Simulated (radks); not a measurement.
Results of a calculation; reference values are marked as such.
Excited configurations of the gold ion Au+: one electron is placed in a higher orbital outside [Xe] 4f14 5d9. The ground configuration is [Xe] 4f14 5d10. Code: a radial shooting solver on a logarithmic mesh with Libxc functionals. Model: Dirac Kohn-Sham, LDA (Slater exchange, Perdew-Wang correlation), spin-unpolarised, spherical densities, point nucleus; open shells fill j = l - 1/2 first. Excitation = E - E(ground); binding = E(ion) - E, where the ion is the core of charge +2; n* = 2/sqrt(2 binding) in atomic units, and the quantum defect is n - n*.

| outer orbital | excitation (eV) | binding (eV) | quantum defect | eigenvalue (eV) |
|---|---|---|---|---|
| 5f5/2 | 17.298 | 3.538 | 1.078 | -2.494 |
| 6s1/2 | 1.956 | 18.880 | 4.302 | -14.708 |
| 6p1/2 | 8.226 | 12.610 | 3.923 | -9.254 |
| 6d3/2 | 15.088 | 5.748 | 2.923 | -4.144 |
| 6f5/2 | 18.436 | 2.400 | 1.238 | -1.813 |
| 7s1/2 | 13.774 | 7.062 | 4.224 | -5.553 |
| 7p1/2 | 15.272 | 5.564 | 3.873 | -4.328 |
| 7d3/2 | 17.436 | 3.400 | 2.999 | -2.614 |
| 7f5/2 | 19.122 | 1.714 | 1.366 | -1.341 |

The Delta-SCF ionisation energy is 20.836 eV (NIST Atomic Spectra Database: 20.20 eV, measured). Self-interaction in the functional shifts the binding energies and quantum defects, so they are the method's values and not measured ones. Spin polarisation and multiplet splitting are left out, so open shells lie too high by an amount that depends on their filling.

Beside tabulated values, note that spin-unpolarised runs miss the spin-polarisation part of the exchange energy of open shells.
